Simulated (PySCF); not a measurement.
## Excitation energy of Co by level of theory

Co [Ar] 3d7 4s2 (4F) → Co [Ar] 3d8 4s1 (4F), as a difference of total energies. Calculation: PySCF 2.14, in def2-QZVPPD; the non-relativistic Hamiltonian (point nucleus). Correlated levels: valence: [Ar] frozen. The calculations carry no spin-orbit coupling.

```tsv
method	excitation energy (eV)
UHF	1.634
MP2 (valence)	-0.143
SCS-MP2 (valence)	0.075
CCSD (valence)	0.551
CCSD(T) (valence)	0.405
```

Q: How much does correlation contribute at CCSD(T) (valence)?

A: 0.405 − (1.634) = -1.229 eV, measured against UHF.

These non-relativistic numbers lack the scalar-relativistic shift.

Errors of the correlated levels include the incompleteness of this basis and the frozen core.

For comparison: 0.417 eV (measured; NIST levels, between the centres of gravity of the two terms).
